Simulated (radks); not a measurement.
The numbers below are computed, except where a source is named.
Species: the technetium ion Tc2+. Configuration: [Kr] 4d4 4f1 (not the ground configuration).

Level of theory: Dirac Kohn-Sham, exchange-only PBE, spin-unpolarised, spherical densities, point nucleus; open shells fill j = l - 1/2 first (a radial shooting solver on a logarithmic mesh with Libxc functionals).

Energy parts (eV):
part                   energy
total             -116535.840
kinetic            121111.912
electron-nucleus  -280731.853
Hartree             46501.633
exchange            -3417.532

Orbitals (lengths in bohr, moments of r in powers of bohr; <r^-3> diverges for s and p1/2):
orbital  occ.  eigenvalue (eV)   <r^-3>     <r^2>  small-component weight
1s1/2       2        -20883.36        -  0.001586                2.46e-02
2s1/2       2        -2999.207        -   0.02632                5.07e-03
2p1/2       2        -2767.560        -   0.01983                5.08e-03
2p3/2       4        -2649.281     2594   0.02119                4.91e-03
3s1/2       2        -541.7220        -    0.1976                1.37e-03
3p1/2       2        -452.7360        -    0.1949                1.31e-03
3p3/2       4        -432.9541    439.9    0.2049                1.27e-03
3d3/2       4        -275.5528    64.99    0.1892                1.15e-03
3d5/2       6        -271.7489    61.81    0.1924                1.14e-03
4s1/2       2         -96.3880        -     1.252                3.23e-04
4p1/2       2         -70.1950        -     1.485                2.77e-04
4p3/2       4         -67.1752    67.30     1.560                2.65e-04
4d3/2       4         -28.3565    5.947     2.794                1.59e-04
4d5/2       0         -28.0174    5.626     2.843                1.56e-04
4f5/2       1          -5.9103  0.02693     33.14                1.13e-05
4f7/2       0          -5.9097  0.02686     33.15                1.13e-05

The highest occupied level is 4f5/2 at -5.910 eV. The configuration is held as typed, so some empty levels lie below it. The density falls to 0.001 e/bohr^3 at r = 4.14 bohr. Summed over all electrons, <r^2> = 59.73 bohr^2, which gives a Langevin (diamagnetic) susceptibility term of -47.3 x 10^-6 cm^3/mol.
